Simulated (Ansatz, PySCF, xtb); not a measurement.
The molecule ZrSe, closed-shell singlet (lowest of 2S+1 = 1, 3, 5, 7 at CCSD(T)/def2-TZVPP on PBE0 minima; our sources give no spin for the ground state, which may be another). No spin–orbit coupling. Se is treated without relativity.

The constants come from a fifth-degree fit in 1/R (seven points, main isotopes). In def2 and cc sets the state is the lowest found near the PBE0 minimum, followed along R. The singlet is held restricted. HF and MP2 rows in def2 and cc sets belong to the determinant that coupled cluster picked by its CCSD energy.

The values were computed with Ansatz (Gaussian basis) for Hartree–Fock, density functionals and correlated methods; PySCF for 3-21G rows, LANL2DZ rows, STO-3G rows; xtb for the GFN methods. Values without a source in brackets are computed. In def2 rows elements past Kr take small-core potentials, without spin–orbit coupling.

| level | r_e (Å) | ω_e (cm⁻¹) | B_e (cm⁻¹) | ω_e x_e (cm⁻¹) | dipole (D) |
|---|---|---|---|---|---|
| GFN1-xTB | 2.339 | 469 | 0.0729 | 1.2 | - |
| GFN2-xTB | 2.401 | 361 | 0.0691 | 1.9 | - |
| HF/STO-3G | 2.259 | 495 | 0.0781 | 0.52 | 7.09 |
| HF/3-21G | 2.327 | 391 | 0.0736 | 0.73 | 6.35 |
| HF/def2-TZVPP | 2.292 | 408 | 0.0758 | 0.67 | - |
| HF/def2-QZVPP | 2.291 | 407 | 0.0759 | 0.67 | - |
| SVWN5/def2-TZVPP | 2.272 | 395 | 0.0772 | 0.72 | 3.13 |
| PBE/def2-TZVPP | 2.296 | 381 | 0.0756 | 0.72 | 3.19 |
| r2SCAN/def2-TZVPP | 2.288 | 393 | 0.0761 | 0.70 | 3.58 |
| B97M-V/def2-TZVPP | 2.291 | 391 | 0.0759 | 0.70 | 3.24 |
| B3LYP/LANL2DZ | 2.330 | 383 | 0.0734 | 0.71 | 4.07 |
| B3LYP/def2-TZVPP | 2.296 | 387 | 0.0756 | 0.69 | 3.70 |
| PBE0/def2-TZVPP | 2.277 | 401 | 0.0769 | 0.67 | 3.78 |
| BHLYP/def2-TZVPP | 2.280 | 405 | 0.0767 | 0.66 | 4.38 |
| CAM-B3LYP/def2-TZVPP | 2.277 | 405 | 0.0769 | 0.65 | 4.21 |
| wB97X-V/def2-TZVPP | 2.269 | 414 | 0.0774 | 0.63 | 4.50 |
| wB97M-V/def2-TZVPP | 2.273 | 410 | 0.0771 | 0.63 | 4.35 |
| B2PLYP/def2-TZVPP | 2.299 | 384 | 0.0754 | 0.69 | - |
| MP2/def2-TZVPP | 2.273 | 415 | 0.0771 | 0.44 | - |
| MP2/def2-QZVPP | 2.261 | 417 | 0.0780 | 0.48 | - |
| MP2/CBS(def2-TZVPP, def2-QZVPP) | 2.253 | 419 | 0.0785 | 0.51 | - |
| SCS-MP2/def2-TZVPP | 2.282 | 410 | 0.0765 | 0.46 | - |
| SCS-MP2/def2-QZVPP | 2.271 | 412 | 0.0773 | 0.50 | - |
| CCSD/def2-TZVPP | 2.288 | 403 | 0.0761 | 0.64 | - |
| CCSD/def2-QZVPP | 2.275 | 407 | 0.0770 | 0.65 | - |
| CCSD(T)/def2-TZVPP | 2.306 | 384 | 0.0749 | 0.69 | - |
| CCSD(T)/def2-QZVPP | 2.293 | 388 | 0.0758 | 0.71 | - |
| CCSD(T)/CBS(def2-TZVPP, def2-QZVPP) | 2.285 | 391 | 0.0763 | 0.73 | - |

Correlated levels freeze the inner cores; with def2 sets outer-core shells near the valence are correlated too. CBS: X⁻³ extrapolation of the correlation energy, Hartree–Fock from the larger set. Rows in 3-21G, LANL2DZ, STO-3G carry no dispersion term and start afresh at each structure; the Pople sets are all-electron and without relativity. LANL2DZ brings its own core potentials from Na on.

Doubts at one or more of the structures used: a restricted determinant that unrestricted orbitals would lower (HF/def2-TZVPP, HF/def2-QZVPP, B2PLYP/def2-TZVPP, MP2/def2-TZVPP, MP2/def2-QZVPP, MP2/CBS(def2-TZVPP, def2-QZVPP), SCS-MP2/def2-TZVPP, SCS-MP2/def2-QZVPP, CCSD/def2-TZVPP, CCSD/def2-QZVPP, CCSD(T)/def2-TZVPP, CCSD(T)/def2-QZVPP, CCSD(T)/CBS(def2-TZVPP, def2-QZVPP)).

Ansatz is a program for electronic structure.
